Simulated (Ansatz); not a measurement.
cyclo-(H2SnNH)2 (Sn2N2H6). Charge 0, multiplicity 1. Geometry relaxed at B3LYP-D4/def2-SVP.

```tsv
atom	x (Å)	y (Å)	z (Å)
Sn1	-0.622	0.480	-1.333
H2	-0.307	-0.008	-2.955
H3	-1.845	1.707	-1.289
N4	-0.832	-1.096	-0.012
Sn5	0.672	-0.532	1.288
H6	0.182	0.123	2.817
H7	1.893	-1.729	1.502
N8	1.085	0.824	-0.218
H9	-1.718	-1.511	0.265
H10	1.492	1.743	-0.064
```

In the def2 sets Sn takes a core potential; there is no spin–orbit coupling.

Q: Estimate the harmonic wavenumbers at RKS B3LYP-D4/def2-SVP (Ansatz, unscaled). Is this a minimum?

A: 77i, 134, 204, 313, 415, 428, 441, 446, 470, 534, 600, 633, 667, 693, 713, 734, 956, 996, 1833, 1839, 1879, 1884, 3592, 3598 cm⁻¹. No: 1 imaginary mode, a saddle point. Zero-point energy 143.6 kJ/mol. It took 97 s on 4 threads of Arm Neoverse V1 on a shared host.
